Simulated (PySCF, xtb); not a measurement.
C2H5O, SMILES C[CH]O, multiplicity 2. Other conformers were not sampled.

Harmonic wavenumbers (cm⁻¹) from GFN2-xTB run with xtb 6.7.1 at its own minimum, in rising order: 103, 309, 370, 471, 960, 1014, 1049, 1210, 1241, 1343, 1397, 1457, 1474, 2867, 3004, 3042, 3063, 3574.

Q: What does PBE-D3(BJ)/def2-TZVP in PySCF give at its own minimum? (Estimate from the structure and the level; the computed values follow.)

A: 180, 362, 399, 534, 908, 982, 1033, 1182, 1232, 1341, 1399, 1412, 1435, 2873, 2976, 3046, 3068, 3709. Paired by order, the mean absolute difference is 35 cm⁻¹ and the zero-point energies are 40.0 and 40.1 kcal/mol.
